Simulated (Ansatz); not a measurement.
`CC(C)O[SiH]` → `CC(C)[O]`• + `[SiH]`• at 600 K and 1 bar (homolysis of the O–Si bond).

Computed with Ansatz on PBE0-D4/def2-TZVP structures; ΔE is electronic, products minus reactants. CCSD(T)/CBS adds triple-zeta CCSD(T) − MP2 to the extrapolated MP2 energy (def2 sets, frozen cores). This one scheme is used for every species. No spin–orbit coupling; open shells (•) take unrestricted orbitals. One conformer a species, not always the lowest.

| species | CCSD(T)/CBS energy (Eh) | H − E (kJ/mol) | S (J/(mol·K)) |
| --- | --- | --- | --- |
| `CC(C)O[SiH]` | -483.21260 | 341.5 | 437.3 |
| `CC(C)[O]`• | -193.46625 | 296.9 | 376.7 |
| `[SiH]`• | -289.56159 | 29.8 | 219.2 |

H − E and S are ideal-gas, rigid-rotor, harmonic terms from PBE0-D4/def2-TZVP, for one conformer and one mirror image of each species, with the whole ground term of open shells counted as degenerate. 1 Eh = 2625.50 kJ/mol, R = 8.31446 J/(mol·K).

Question: By hand: ΔE, ΔH, ΔS and ΔG.

Answer: ΔE = (-193.46625) + (-289.56159) − (-483.21260) = 0.18476 Eh = 485.1 kJ/mol. Δ(H − E) = 296.9 + 29.8 − 341.5 = -14.8, so ΔH = 470.3 kJ/mol. ΔS = 376.7 + 219.2 − 437.3 = 158.6 J/(mol·K). ΔG = 470.3 − 600 × (158.6)/1000 = 375.1 kJ/mol.

Question: By hand: the equilibrium constant, and the temperature at which ΔG would vanish if ΔH and ΔS stayed fixed.

Answer: log₁₀ K = −ΔG/(RT ln 10) = -32.7. ΔG = 0 at ΔH/ΔS = 2965 K, far beyond where these terms or the molecules hold.

The number of gas molecules changes by +1, which sets the sign of ΔS. A doubt of 5 kJ/mol in ΔE shifts log₁₀ K by 0.4 here. Other conformers and mirror images would add mixing entropy, several J/(mol·K) or more a flexible species. These are equilibria of isolated gas molecules and say nothing of rates. Largest T1 diagnostic: 0.034 (customary marks: 0.02 for closed shells, 0.045 for open ones).
